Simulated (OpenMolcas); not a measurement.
An OpenMolcas run meant for Cr II (ANO-RCC-VTZP, X2C; inactive shells 1s 2s 2p 3s 3p; intended active space 5 electrons in 6 orbitals (3d 4s)). One step of its input:

```
&CASPT2
Multistate=6 1 2 3 4 5 6
Frozen=2 3
IPEA=2.0
Imaginary=0.1
MaxIter=60
WThr=0.0 0.3 0.05
PrWF=0.5
NoMix
```

The run finished. Its levels beside those of a sound run (SS-CASPT2, IPEA 0.25 Eh, imaginary shift 0.1 Eh (closed shells correlated: 3s 3p)), in cm⁻¹ above each run's lowest level:

```csv
Level,This run,Usual run
3d⁵ ⁶S_5/2,0.0,0.0
3d⁴ 4s ⁶D_1/2,7613,11637
3d⁴ 4s ⁶D_3/2,7683,11706
3d⁴ 4s ⁶D_5/2,7799,11823
3d⁴ 4s ⁶D_7/2,7962,11985
3d⁴ 4s ⁶D_9/2,8172,12195
```

Task: Which setting is unsound, and how much does it matter here?

Result: The IPEA shift is far above its usual 0.25 hartree. Against the sound run the excited levels shown move by 4000 cm-1 on average and by 4000 cm-1 at most.

CASPT2 does not keep the components of a term degenerate, so their means are used; among the terms shown or strongly mixed into the levels shown the widest spread is 29 cm-1 (3d⁴ 4s ⁶D, this run). Over all roots computed the reference weight is 0.88 to 0.93 in the sound run; the roots of lowest weight are the least certain, and an intruder state may touch them. A single d shell beside an s shell can misplace configurations of different d count against each other. Levels of configurations outside the active space are missing.
